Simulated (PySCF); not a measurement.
MoCl4H2, SMILES [Cl][MoH2]([Cl])([Cl])[Cl], multiplicity 1. Coordinates come from a B3LYP-D3(BJ)/def2-SVP optimisation. The multiplicity is an assumed one; no other spin state was optimised. The structure was generated by enumeration; whether it is a known compound was not checked. The def2 effective core potentials stand for the cores of Mo; spin–orbit coupling is left out.

Computed equilibrium geometry at B3LYP-D3(BJ)/def2-SVP (PySCF confirms it by a frequency run) as bond lengths and angles, and its point group:
point group C2v.
Atoms: Mo1 Cl2 Cl3 Cl4 Cl5 H6 H7. Bond lengths (Å): Mo1–Cl2 2.273, Mo1–Cl3 2.319, Mo1–Cl4 2.319, Mo1–Cl5 2.273, Mo1–H6 1.643, Mo1–H7 1.643. Bond angles (°): Cl2–Mo1–Cl3 93.3, Cl2–Mo1–Cl4 93.3, Cl2–Mo1–Cl5 160.0, Cl2–Mo1–H6 81.3, Cl2–Mo1–H7 81.3, Cl3–Mo1–Cl4 141.2, Cl3–Mo1–Cl5 93.3, Cl3–Mo1–H6 80.1, Cl3–Mo1–H7 138.7, Cl4–Mo1–Cl5 93.3, Cl4–Mo1–H6 138.7, Cl4–Mo1–H7 80.1, Cl5–Mo1–H6 81.3, Cl5–Mo1–H7 81.3, H6–Mo1–H7 58.6.
Charge 0, spin multiplicity 1.
